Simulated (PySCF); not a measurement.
SnHCl2Br, SMILES [SnH]([Cl])([Cl])[Br].

Geometry optimised at PBE0-D3(BJ)/def2-SVP. The structure was generated by enumeration; whether it is a known compound was not checked. The def2 effective core potentials stand for the cores of Sn; spin–orbit coupling is left out.

Method: r2SCAN/def2-TZVP (PySCF).

Symmetry labels are those of the subgroup Cs that the program uses (full group Cs).

Q: List the valence orbital energies around the gap with their symmetry. (An estimate is asked for; the answer gives what the named calculation found.)

A: 
```
orbital  symmetry  energy (eV)
-------  --------  -----------
HOMO−7         A"       -10.24
HOMO−6         A'       -10.04
HOMO−5         A'        -8.65
HOMO−4         A"        -8.58
HOMO−3         A"        -8.41
HOMO−2         A'        -8.40
HOMO−1         A'        -8.05
HOMO           A"        -8.02
LUMO           A'        -3.32
LUMO+1         A"        -1.22
LUMO+2         A'        -1.20
LUMO+3         A'         0.36
```
